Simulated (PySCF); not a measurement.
# Bond curve of SeF⁺

Set-up: PySCF, spin-free X2C with a Gaussian nucleus, basis sets Se jorge-DZP-DKH, F jorge-DZP-DKH. Energies in eV from Se⁺ + F in their ground configurations at the same level. All curves are PBE0. state 1: ³Σ⁻ (triplet), unpaired electrons π ↑↑; state 2: Ms = 0 determinant of mixed spin (⟨S²⟩ near 1.0), unpaired electrons π ↑↓, a mixture of terms (⟨Lz²⟩ = 2.0), a second solution, started from another occupation; state 3: singlet, one real π or δ orbital doubly filled, a mixture of terms (⟨Lz²⟩ = 2.0), a second solution, started from another occupation; state 4: quintet, unpaired electrons σ ↑, π ↑↑↑, a second solution, started from another occupation.

| R (Å) | state 1 | state 2 | state 3 | state 4 |
| --- | --- | --- | --- | --- |
| 1.455 | -1.184 | -0.756 | 0.345 | 11.0548 |
| 1.523 | -1.992 | -1.563 | -0.463 | 8.7588 |
| 1.591 | -2.425 | -1.995 | -0.895 | 6.9111 |
| 1.641 | -2.573 | -2.142 | -1.040 | 5.7658 |
| 1.692 | -2.609 | -2.176 | -1.074 | 4.7900 |
| 1.743 | -2.561 | -2.126 | -1.023 | 3.9618 |
| 1.810 | -2.404 | -1.965 | -0.859 | 3.0528 |
| 1.895 | -2.109 | -1.662 | -0.552 | 2.1684 |
| 1.997 | -1.679 | -1.215 | -0.098 | 1.3935 |
| 2.132 | -1.102 | -0.568 | 0.562 | 0.7116 |

Task: Put a parabola through the three lowest points of the state 1 curve and estimate Re, k and ωe (reduced mass 15.35 u; 1 eV/Å² = 0.16022 mdyn/Å; ωe = 1302.8·√(k/μ) cm⁻¹).

Result: Through R = 1.641, 1.692, 1.743 Å the second-order coefficient is 16.1 eV/Å², so Re ≈ 1.688 Å, k ≈ 5.17 mdyn/Å and ωe ≈ 756 cm⁻¹. A polynomial fit of higher order to the unrounded PBE0 energies gives Re = 1.686 Å, k = 5.37 mdyn/Å, ωe = 770 cm⁻¹; anharmonicity and rounding make the difference.

The higher-order fit for each curve: state 1: Re = 1.686 Å, ωe = 770 cm⁻¹, De = 2.61 eV; state 2: Re = 1.685 Å, ωe = 775 cm⁻¹, minimum 2.18 eV below the ground-state fragments; state 3: Re = 1.684 Å, ωe = 778 cm⁻¹, minimum 1.08 eV below the ground-state fragments. State 4 gave no clean fit.

⟨S²⟩ of the unrestricted solution departs from its pure value on part of the curve, where spin states mix. Spin–orbit coupling is left out. For an ion De counts to the pair picked by the measured ionisation energies or electron affinities, which need not be the lowest pair at this level. The state is the lowest determinant that a PBE0 search found; another state may lie lower at other levels.
